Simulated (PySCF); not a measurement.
# Levels of Os⁴⁵⁺ from EOM-EA-GCCSD

Reference: closed-shell Os⁴⁶⁺, [Ar] 3d10 4s2; one electron is added. Calculated with PySCF 2.14, two-component X2C-1e with screened spin-orbit coupling, an uncontracted even-tempered set (18 s from 2.7 bohr⁻², ratio 2.6; 15 p from 3.5 bohr⁻², ratio 2.6; 10 d from 3.5 bohr⁻², ratio 2.6; 6 f from 3.6 bohr⁻², ratio 2.8); frozen [Ar]; the 92 highest virtual spinors dropped; of the others 68 kept and the rest restored at second order. No Breit or QED terms. Binding energies in eV.

```csv
level,Koopmans,second order,EOM-CCSD
4p1/2,2399.8,2401.4,2401.2
4p3/2,2285.6,2287.5,2287.4
```

For comparison, the ionisation energy of Os⁴⁵⁺ is 2400 ± 4 eV (theoretical estimate listed by NIST; NIST Atomic Spectra Database, ionization energies).
